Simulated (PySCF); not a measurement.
Isomers of C4H8N2Si2, mass 140.023 u with the commonest isotopes. Method used: CAM-B3LYP/def2-SVPD in PySCF (dipole) on a GFN2-xTB geometry, gas phase. One conformer each, none proved a minimum here; rigid rotors.

Question: Order these by rotational constant A, smallest first.
A. `[CH2:1]=[CH:2][C@@H:3]1[SiH2:4][NH:5][Si@@H:6]1[C:7]#[N:8]` with C1–C2–C3–Si4 -128°
B. `[CH:1]#[C:2][Si@@H:3]([CH2:4][C:5]#[N:6])[SiH2:7][NH2:8]` with C2–Si3–C4–C5 80°, C2–Si3–Si7–N8 -49°, Si3–Si7–N8–H -47° and 172°
C. `[CH2:1]=[C:2]1[CH2:3][SiH2:4][NH:5][Si@@H:6]1[C:7]#[N:8]` with C1–C2–C3–Si4 147°, C2–C3–Si4–N5 25°, C3–Si4–N5–Si6 -13°, Si4–N5–Si6–C7 115°
D. `[CH3:1][Si:2]([C:3]#[N:4])([C:5]#[N:6])[CH2:7][SiH3:8]` with C1–Si2–C7–Si8 55°
E. `[CH:1]#[C:2][Si@:3]([SiH3:4])([C:5]#[N:6])[NH:7][CH3:8]` with C2–Si3–N7–C8 60°
F. `[CH2:1]=[N:2][C@H:3]1[SiH2:4][C@@H:5]([C:6]#[N:7])[SiH2:8]1` with C1–N2–C3–Si4 129°, N2–C3–Si4–C5 128°, C3–Si4–C5–C6 -132°, Si4–C5–Si8–C3 12°, N2–C3–Si8–C5 -128°
G. `[CH3:1][NH:2][SiH2:3][C:4]#[C:5][SiH2:6][C:7]#[N:8]` with C1–N2–Si3–C4 176°

Answer: E (1289 MHz), B (1377 MHz), A (1602 MHz), D (1678 MHz), C (1981 MHz), F (2848 MHz), G (3328 MHz).

Question: Order these by out-of-plane moment Σ m c² = (Ia + Ib − Ic)/2, largest first.
A. `[CH:1]#[C:2][Si@:3]([SiH3:4])([C:5]#[N:6])[NH:7][CH3:8]` with C2–Si3–N7–C8 60°
B. `[CH2:1]=[C:2]1[CH2:3][SiH2:4][NH:5][Si@@H:6]1[C:7]#[N:8]` with C1–C2–C3–Si4 147°, C2–C3–Si4–N5 25°, C3–Si4–N5–Si6 -13°, Si4–N5–Si6–C7 115°
C. `[CH3:1][NH:2][SiH2:3][C:4]#[C:5][SiH2:6][C:7]#[N:8]` with C1–N2–Si3–C4 176°
D. `[CH:1]#[C:2][Si@@H:3]([CH2:4][C:5]#[N:6])[SiH2:7][NH2:8]` with C2–Si3–C4–C5 80°, C2–Si3–Si7–N8 -49°, Si3–Si7–N8–H -47° and 172°
E. `[CH2:1]=[N:2][C@H:3]1[SiH2:4][C@@H:5]([C:6]#[N:7])[SiH2:8]1` with C1–N2–C3–Si4 129°, N2–C3–Si4–C5 128°, C3–Si4–C5–C6 -132°, Si4–C5–Si8–C3 12°, N2–C3–Si8–C5 -128°
F. `[CH2:1]=[N:2][SiH2:3][SiH2:4]/[CH:5]=[CH:6]\[C:7]#[N:8]` with C1–N2–Si3–Si4 109°, N2–Si3–Si4–C5 -3°, Si3–Si4–C5–C6 -63°
G. `[CH3:1][Si:2]([C:3]#[N:4])([C:5]#[N:6])[CH2:7][SiH3:8]` with C1–Si2–C7–Si8 55°

Answer: A (173.04 u·Å²), D (114.06 u·Å²), G (101.93 u·Å²), F (77.06 u·Å²), B (56.55 u·Å²), E (49.68 u·Å²), C (48.61 u·Å²).

Question: Order these by rotational constant C, largest first.
A. `[CH:1]#[C:2][Si@@H:3]([CH2:4][C:5]#[N:6])[SiH2:7][NH2:8]` with C2–Si3–C4–C5 80°, C2–Si3–Si7–N8 -49°, Si3–Si7–N8–H -47° and 172°
B. `[CH2:1]=[CH:2][C@@H:3]1[SiH2:4][NH:5][Si@@H:6]1[C:7]#[N:8]` with C1–C2–C3–Si4 -128°
C. `[CH2:1]=[C:2]1[CH2:3][SiH2:4][NH:5][Si@@H:6]1[C:7]#[N:8]` with C1–C2–C3–Si4 147°, C2–C3–Si4–N5 25°, C3–Si4–N5–Si6 -13°, Si4–N5–Si6–C7 115°
D. `[CH3:1][NH:2][SiH2:3][C:4]#[C:5][SiH2:6][C:7]#[N:8]` with C1–N2–Si3–C4 176°
E. `[CH:1]#[C:2][Si@:3]([SiH3:4])([C:5]#[N:6])[NH:7][CH3:8]` with C2–Si3–N7–C8 60°
F. `[CH2:1]=[N:2][SiH2:3][SiH2:4]/[CH:5]=[CH:6]\[C:7]#[N:8]` with C1–N2–Si3–Si4 109°, N2–Si3–Si4–C5 -3°, Si3–Si4–C5–C6 -63°
G. `[CH2:1]=[N:2][C@H:3]1[SiH2:4][C@@H:5]([C:6]#[N:7])[SiH2:8]1` with C1–N2–C3–Si4 129°, N2–C3–Si4–C5 128°, C3–Si4–C5–C6 -132°, Si4–C5–Si8–C3 12°, N2–C3–Si8–C5 -128°

Answer: E (975.6 MHz), F (944.3 MHz), A (918.9 MHz), C (881.7 MHz), B (842.5 MHz), G (781.1 MHz), D (417.3 MHz).

| SMILES | point group | Ia (u·Å²) | Ib (u·Å²) | Ic (u·Å²) | κ | μa (D) | μb (D) | μc (D) |
| --- | --- | --- | --- | --- | --- | --- | --- | --- |
| C=N[C@H]1[SiH2][C@@H](C#N)[SiH2]1 | Cs | 177.45 | 568.87 | 646.98 | -0.90 | 4.62 | 0.01 | 3.62 |
| C=C[C@@H]1[SiH2]N[Si@@H]1C#N | C1 | 315.49 | 383.34 | 599.86 | 0.25 | 2.84 | 2.34 | 1.50 |
| C=C1C[SiH2]N[Si@@H]1C#N | C1 | 255.07 | 431.21 | 573.17 | -0.47 | 3.59 | 0.54 | 1.61 |
| C#C[Si@]([SiH3])(C#N)NC | C1 | 391.95 | 472.14 | 518.00 | -0.40 | 1.42 | 1.61 | 3.99 |
| C=N[SiH2][SiH2]/C=C\C#N | C1 | 317.13 | 372.20 | 535.20 | 0.27 | 0.32 | 0.90 | 2.20 |
| C[Si](C#N)(C#N)C[SiH3] | C1 | 301.11 | 555.35 | 652.61 | -0.70 | 4.00 | 2.66 | 2.03 |
| C#C[Si@@H](CC#N)[SiH2]N | C1 | 367.12 | 410.97 | 549.98 | 0.36 | 0.93 | 1.26 | 1.94 |
| CN[SiH2]C#C[SiH2]C#N | C1 | 151.84 | 1156.44 | 1211.07 | -0.99 | 2.91 | 2.09 | 1.29 |
